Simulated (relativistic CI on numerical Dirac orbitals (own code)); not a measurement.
Radial parameters of Cs44+

These numbers are calculated, not measured: Dirac-Coulomb-Breit CI, separate exchange-only KLI orbitals for each configuration, a model potential for QED, unscaled Slater integrals (own radial code, finite nucleus).

Slater integrals F^k, G^k are unscaled and averaged over j, outside the closed core [Ne]; ζ comes from projecting the Hamiltonian with its Breit term on Σ l·s of the shell.

- 3p: ζ(3p) = 502810 cm⁻¹; <r>(3p) = 0.2546, <r^2>(3p) = 0.07484 (bohr units).
- 3d: ζ(3d) = 67531 cm⁻¹; <r>(3d) = 0.2233, <r^2>(3d) = 0.05734 (bohr units).
- 4p: ζ(4p) = 204670 cm⁻¹; <r>(4p) = 0.4795, <r^2>(4p) = 0.2613 (bohr units).

Averages of the first 10 configurations, taken without configuration mixing, which lowers the lowest level and can move excited configurations by several eV; other configurations of the list can lie among them:

```csv
Configuration,Parity,States,Average energy above the lowest level (eV)
3s,even,2,0.0
3p,odd,6,165.3
3d,even,10,338.8
4s,even,2,1588.4
4p,odd,6,1656.3
4d,even,10,1723.6
4f,odd,14,1755.4
5s,even,2,2294.2
5p,odd,6,2328.3
5d,even,10,2361.6
```
